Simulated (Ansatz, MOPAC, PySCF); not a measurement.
Molecule: HSiO2, net charge 0, doublet state. SMILES: O=[Si]O
Structure (B3LYP-D3(BJ)/def2-TZVP (Ansatz, a program for electronic structure) minimum search):
```
Si
O 1 1.5317
O 1 1.6342 2 126.89
H 3 0.9671 1 117.65 2 0.00
```
Charge 0, spin multiplicity 2.

Unscaled harmonic wavenumbers (cm⁻¹) in rising order, each level at the stationary point that it reaches from this structure (no distance between atoms moves by over 0.3 Å); the order of modes can differ between levels, and a negative number is imaginary. B3LYP-D3(BJ)/def2-TZVP (PySCF, at the structure above): 283, 388, 753, 872, 1172, 3774.

AM1 (MOPAC): 196, 325, 831, 964, 1205, 3567. Zero-point energy 10.1 against 10.4 kcal/mol; where all levels lie over 400 cm⁻¹, the wavenumbers are on average 1.045 times those of B3LYP-D3(BJ)/def2-TZVP.

HF/3-21G (Ansatz): 304, 532, 730, 854, 1004, 3959. Zero-point energy 10.6 against 10.4 kcal/mol; where all levels lie over 400 cm⁻¹, the wavenumbers are on average 0.964 times those of B3LYP-D3(BJ)/def2-TZVP.

HF/6-31G* (Ansatz): 329, 446, 863, 944, 1306, 4070. Zero-point energy 11.4 against 10.4 kcal/mol; where all levels lie over 400 cm⁻¹, the wavenumbers are on average 1.105 times those of B3LYP-D3(BJ)/def2-TZVP.

B3LYP/6-31G* (Ansatz): 279, 380, 786, 865, 1150, 3721. Zero-point energy 10.3 against 10.4 kcal/mol; where all levels lie over 400 cm⁻¹, the wavenumbers are on average 1.000 times those of B3LYP-D3(BJ)/def2-TZVP.
